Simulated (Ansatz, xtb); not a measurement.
Relative energy of two isomers of BH5O3S

Structure a is `O[BH2-][S+](O)O`, a singlet and structure b is `O[BH2-]O[SH+]O`, a singlet. Both are isolated molecules in the gas phase, relaxed with PBE0-D4/def2-SVP; the shapes shown needn't be the lowest conformers.

a (Å):

```xyz
10

B    -1.2149   -0.8654    0.6272
O    -2.4735   -1.0081    1.1885
O    -1.5923    1.9811    0.2120
O     0.5326    0.8094   -0.6539
S    -1.0826    0.7519   -0.7396
H    -2.9867   -1.6904    0.7499
H    -0.7865   -1.7076   -0.1540
H    -0.3717   -0.3358    1.3575
H    -1.6384    2.7849   -0.3266
H     0.7625    0.3432    0.1810
```

b (Å):

```xyz
10

B    -0.2733   -0.5478    1.1224
O     0.7585    0.3118    1.6126
O    -0.0709   -0.6084   -0.5145
O    -1.3999    1.5358   -0.7756
S     0.0121    0.8185   -1.0943
H     1.5518   -0.1911    1.8183
H    -0.2523   -1.7214    1.4389
H    -1.3825   -0.0040    1.2654
H     0.7530    1.3596   -0.0494
H    -1.6559    1.2162    0.1248
```

Quicker runs give these differences E(b) − E(a): GFN2-xTB −7.0 kJ/mol; HF/STO-3G +221.1 kJ/mol (at GFN2-xTB geometries); r2SCAN-D4/def2-SVP +29.6 kJ/mol (at GFN2-xTB geometries).

Question: Estimate E(b) − E(a) at the level CCSD(T)/def2-SVP + ΔMP2/def2-TZVPP.

Answer: Calculated at CCSD(T)/def2-SVP + ΔMP2/def2-TZVPP: E(b) − E(a) = +9.6 kJ/mol, so structure a lies lower.

How the difference moves with the method:

| level | geometry | E(b) − E(a) (kJ/mol) | departure from the last row (kJ/mol) | job, with rough time for the two |
| --- | --- | --- | --- | --- |
| GFN2-xTB | GFN2-xTB | −7.0 | −16.6 | optimisation, 0.32 s |
| HF/STO-3G | GFN2-xTB | +221.1 | +211.5 | single point, 0.24 s |
| r2SCAN-D4/def2-SVP | GFN2-xTB | +29.6 | +20.0 | single point, 3 s |
| PBE0-D4/def2-SVP | PBE0-D4/def2-SVP | +33.2 | +23.6 | optimisation, 40 s |
| HF/def2-SVP | PBE0-D4/def2-SVP | +42.9 | +33.3 | part of the CCSD(T) run |
| MP2/def2-SVP | PBE0-D4/def2-SVP | +28.6 | +19.0 | part of the CCSD(T) run |
| CCSD(T)/def2-SVP | PBE0-D4/def2-SVP | +29.8 | +20.2 | single point |
| CCSD(T)/def2-SVP + ΔMP2/def2-TZVPP | PBE0-D4/def2-SVP | +9.6 |  | single point, 22 s |

As drawn, b has 1 B–O, 1 S–H in place of 1 B–S, 1 O–H.

GFN2-xTB puts the two in the other order. The largest departure from CCSD(T)/def2-SVP + ΔMP2/def2-TZVPP is that of HF/STO-3G, 211.5 kJ/mol. The last row adds to CCSD(T) the change of the MP2 difference between the two basis sets, here −20.2 kJ/mol, a large step that makes the value less sure.

With harmonic frequencies from PBE0-D4/def2-SVP (ideal gas, rigid rotor, one conformer each, 298.15 K, 1 atm): on the last row, ΔE + ΔZPE = +6.8, ΔH = +4.8, ΔG = +9.3 kJ/mol.

The correlated steps freeze 9 core orbitals. Programs: Ansatz 0.2.0, xtb 6.7.1; the last row on 2 threads of Arm Neoverse V2 on a shared host.
